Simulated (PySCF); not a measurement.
Electron correlation in I⁺ (iodine, charge +1)

[Kr] 4d10 5s2 5p4, high-spin 3P determinant. Computed with PySCF 2.14 in aug-cc-pVDZ-PP with ECP28MDF, with scalar relativity through the core potential. Frozen: 4s2 4p6 4d10; 6 electrons correlated.

MP2 pair energies summed by pair of shells (mhartree):

```
 pair  energy  share (%)
5p-5p  -30.37       49.1
5s-5p  -26.80       43.4
5s-5s   -4.64        7.5
```

Total MP2 correlation energy: -61.81 mhartree.

Same-spin part -15.37 and opposite-spin part -46.43 mhartree; SCS-MP2 scales them by 1/3 and 6/5 to -60.84 mhartree.

| level | correlation energy (mhartree) |
| --- | --- |
| CCSD | -75.55 |
| (T) | -0.96 |
| CCSD(T) | -76.51 |

Diagnostics: T1 = 0.0072, D1 = 0.0219, largest double amplitude 0.040.

Cost of the coupled-cluster step: 0.28 s of wall time on 1 thread of AMD EPYC 7R43 64-Core Processor (shared host), for 6 correlated electrons.

Iterations:

```
CC2 = 0
CCSD nocc = (np.int64(4), np.int64(2)), nmo = (23, 23)
frozen orbitals [[0, 1, 2, 3, 4, 5, 6, 7, 8], [0, 1, 2, 3, 4, 5, 6, 7, 8]]
max_cycle = 100
direct = 0
conv_tol = 1e-08
conv_tol_normt = 1e-06
diis_space = 8
diis_start_cycle = 0
Init t2, MP2 energy = -0.0618057741807554
Init E_corr(UCCSD) = -0.0618057741877901
cycle = 1  E_corr(UCCSD) = -0.0723524369969032  dE = -0.0105466628  norm(t1,t2) = 0.0370761
cycle = 2  E_corr(UCCSD) = -0.0745952384929912  dE = -0.0022428015  norm(t1,t2) = 0.0116697
cycle = 3  E_corr(UCCSD) = -0.0755632754322419  dE = -0.000968036939  norm(t1,t2) = 0.00447289
cycle = 4  E_corr(UCCSD) = -0.0755418131554941  dE = 2.14622767e-05  norm(t1,t2) = 0.000557257
cycle = 5  E_corr(UCCSD) = -0.0755454673017458  dE = -3.65414625e-06  norm(t1,t2) = 0.000132271
cycle = 6  E_corr(UCCSD) = -0.0755449718221232  dE = 4.95479623e-07  norm(t1,t2) = 3.16899e-05
cycle = 7  E_corr(UCCSD) = -0.0755450663873347  dE = -9.45652115e-08  norm(t1,t2) = 6.50789e-06
cycle = 8  E_corr(UCCSD) = -0.0755450749927385  dE = -8.60540376e-09  norm(t1,t2) = 1.60087e-06
cycle = 9  E_corr(UCCSD) = -0.0755450615751215  dE = 1.3417617e-08  norm(t1,t2) = 2.48385e-07
cycle = 10  E_corr(UCCSD) = -0.0755450635702179  dE = -1.99509635e-09  norm(t1,t2) = 4.12414e-08
UCCSD converged
E(UCCSD) = -294.3768129101139  E_corr = -0.07554506357021787
UCCSD(T) correction = -0.000957142437774468
```
